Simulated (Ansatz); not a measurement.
Reaction (redistribution): `C[O][W](=[O])([Cl])([Cl])[Cl]` + `CC1=CC(C(F)(F)F)=[O+][Ti-]([OH])([OH])([F])[O]1` → `C[O][W](=[O])([OH])([Cl])[Cl]` + `CC1=CC(C(F)(F)F)=[O+][Ti-]([OH])([F])([Cl])[O]1`

Calculated with Ansatz (gas phase, PBE0-D4/def2-TZVP geometries, no zero-point term in ΔE). CCSD(T)/CBS adds triple-zeta CCSD(T) − MP2 to the extrapolated MP2 energy (def2 sets, frozen cores). DFT in def2-TZVPP. B3LYP here is the variant with VWN-RPA as its local correlation; programs differ in this. HSE06 is defined as in plane-wave codes. def2 core potentials past Kr. For Ti, W outer-core shells are correlated without core-valence functions, which leaves a few kJ/mol of doubt a bond. Scalar relativity is left out up to krypton. Each species was taken in one conformer, which may not be the lowest.

`C[O][W](=[O])([Cl])([Cl])[Cl]`:

Z-matrix (Å, degrees):
```
W
Cl 1 2.308
O 1 1.846 2 86.4
C 1 3.045 2 80.8 3 16.7
Cl 1 2.300 2 86.2 3 159.3
O 1 1.675 2 109.6 3 -100.3
Cl 1 2.307 2 140.9 3 79.9
H 4 1.095 1 96.8 2 127.6
H 4 1.090 1 132.1 2 -107.6
H 4 1.095 1 96.8 2 17.1
```

`CC1=CC(C(F)(F)F)=[O+][Ti-]([OH])([OH])([F])[O]1`:

Z-matrix (Å, degrees):
```
Ti
O 1 2.016
O 1 1.796 2 124.5
F 1 1.765 2 119.7 3 -159.7
C 1 3.038 2 17.5 3 -80.2
O 1 1.784 2 84.4 3 98.5
O 1 2.069 2 79.7 3 -78.7
H 1 2.429 2 124.4 3 -24.3
C 5 1.532 1 141.2 2 -0.9
C 5 1.371 1 98.9 2 179.6
H 6 0.958 1 131.5 2 2.9
C 7 1.254 1 136.6 2 -2.5
F 9 1.333 5 112.4 1 -179.4
F 9 1.332 5 110.2 1 -59.0
F 9 1.332 5 110.1 1 60.1
H 10 1.078 5 120.0 1 179.3
C 12 1.493 7 117.2 1 -177.7
H 17 1.088 12 112.4 7 179.5
H 17 1.092 12 108.9 7 57.7
H 17 1.093 12 109.1 7 -58.8
```

`C[O][W](=[O])([OH])([Cl])[Cl]`:

```xyz
11

C     1.007   -1.073    1.187
O     0.868    0.165    0.544
W    -0.207    0.854   -0.788
O     0.243    2.474   -0.784
O    -1.640    0.516    0.419
Cl    1.034   -0.317   -2.341
Cl   -1.899    0.914   -2.395
H     0.036   -1.394    1.577
H     1.377   -1.815    0.471
H     1.719   -0.966    2.006
H    -2.539    0.641    0.105
```

`CC1=CC(C(F)(F)F)=[O+][Ti-]([OH])([F])([Cl])[O]1`:

Z-matrix (Å, degrees):
```
Ti
O 1 1.962
O 1 1.783 2 127.2
Cl 1 2.207 2 116.0 3 -160.2
C 1 2.999 2 17.5 3 -82.4
F 1 1.753 2 87.7 3 97.7
O 1 2.074 2 80.3 3 -75.6
H 1 2.429 2 123.3 3 -23.7
C 5 1.532 1 140.4 2 -4.9
C 5 1.369 1 99.3 2 177.0
C 7 1.255 1 135.2 2 -8.6
F 9 1.334 5 112.0 1 -176.3
F 9 1.329 5 110.2 1 -56.0
F 9 1.331 5 110.0 1 63.5
H 10 1.078 5 120.0 1 177.5
C 11 1.491 7 117.3 1 -173.3
H 16 1.088 11 112.4 7 -177.6
H 16 1.093 11 108.6 7 61.0
H 16 1.092 11 109.3 7 -55.4
```

```csv
level,ΔE (kJ/mol),difference from CCSD(T)/CBS
LDA (SPW92),-13.6,1.0
PBE-D4,-12.9,1.7
revPBE-D4,-12.3,2.3
BLYP-D4,-14.0,0.6
r2SCAN-D4,-18.5,-3.9
B97M-V,-21.3,-6.7
PBE0-D4,-15.3,-0.7
B3LYP-D4,-15.8,-1.2
r2SCANh-D4,-18.6,-4.0
HSE06-D4,-15.2,-0.6
BHLYP-D4,-18.7,-4.1
CAM-B3LYP-D4,-18.3,-3.7
ωB97X-V,-18.7,-4.1
ωB97M-V,-17.5,-2.9
B2PLYP,-14.9,-0.3
PBE-QIDH,-14.7,-0.1
PBE,-13.3,1.3
revPBE,-13.3,1.3
r2SCAN,-18.4,-3.8
PBE0,-15.6,-1.0
B3LYP,-16.7,-2.1
r2SCAN0,-18.8,-4.2
HSE06,-15.5,-0.9
BHLYP,-20.0,-5.4
CAM-B3LYP,-18.6,-4.0
LC-ωPBE,-17.9,-3.3
HF/def2-SVP,-17.9,-3.3
MP2/def2-SVP,-4.1,10.5
CCSD(T)/def2-SVP,-12.4,2.2
HF/def2-TZVPP,-27.7,-13.1
MP2/def2-TZVPP,-7.8,6.8
SCS-MP2/def2-TZVPP,-10.5,4.1
CCSD/def2-TZVPP,-18.5,-3.9
CCSD(T)/def2-TZVPP,-17.7,-3.1
HF/def2-QZVPP,-27.5,-12.9
MP2/def2-QZVPP,-5.9,8.7
SCS-MP2/def2-QZVPP,-9.0,5.6
HF/CBS(def2),-27.5,-12.9
MP2/CBS(def2),-4.6,10.0
CCSD/CBS(def2),-15.3,-0.7
CCSD(T)/CBS,-14.6,0
```

Largest T1 diagnostic among the species: 0.021, so the coupled-cluster value is less sure than usual.

In def2-TZVPP, CCSD(T) changes the Hartree–Fock value by +10.0 kJ/mol (the triples alone add +0.7 kJ/mol) and MP2 by +20.0 kJ/mol. Leaving LDA and LC-ωPBE aside and taking each functional with its dispersion term where it has one, the values spread over 8.9 kJ/mol, from B97M-V to revPBE-D4. From BLYP to BHLYP (50 % exact exchange), in def2-TZVPP and without D4, ΔE moves by −4.9 kJ/mol.
